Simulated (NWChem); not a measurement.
NH₃Se₂; SMILES N[Se][SeH]

```xyz
6

Se    -0.4037    -0.9424     0.0085
N      1.1934    -1.8093     0.0129
H      1.7499    -1.6353     0.8464
H      1.7468    -1.6529    -0.8259
Se     0.0514     1.3660     0.0304
H      0.1289     1.5480    -1.4321
```
Atoms are numbered in this order, from 1.

All runs: NWChem. Geometry: optimised at PBE0/def2-SVP. Ions are spin-unrestricted doublets at the neutral geometry; other ion states weren't tried.

For level PBE/def2-SVP:

| Quantity | Value |
|---|---|
| vertical ionisation energy, ΔSCF (eV) | 8.72 |
| −ε(HOMO) (eV) | 5.51 |

What are these values for level B3LYP/def2-SVP?


- vertical ionisation energy, ΔSCF (eV) = 8.98
- −ε(HOMO) (eV) = 6.47
